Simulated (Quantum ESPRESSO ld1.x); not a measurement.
Q: These are the eigenvalues of the occupied orbitals of an atom or ion with whole-number occupations (eV). All-electron calculation, scalar-relativistic Kohn-Sham, LDA (Slater exchange, Perdew-Zunger correlation), spin-polarised, spherical densities, point nucleus. Program: ld1.x of Quantum ESPRESSO 7.5.

orbital  eigenvalue
1s up      -476.857
1s down    -475.472
2s up      -89.0208

Which element is it, and in what charge state? The configuration may be excited. Open shells, if any, are filled with parallel spins first.

A: Z = 7, nitrogen, charge +4: N4+ in [He] 2s1. The list shows which subshells hold electrons but not how many an open one holds; the 1s level, -17.524 hartree, gives Z - s = 5.9 by -(Z - s)^2/2, which with screening and relativity narrows Z to a few neighbours, and the depths of the outer levels then fix element, charge and occupations together.
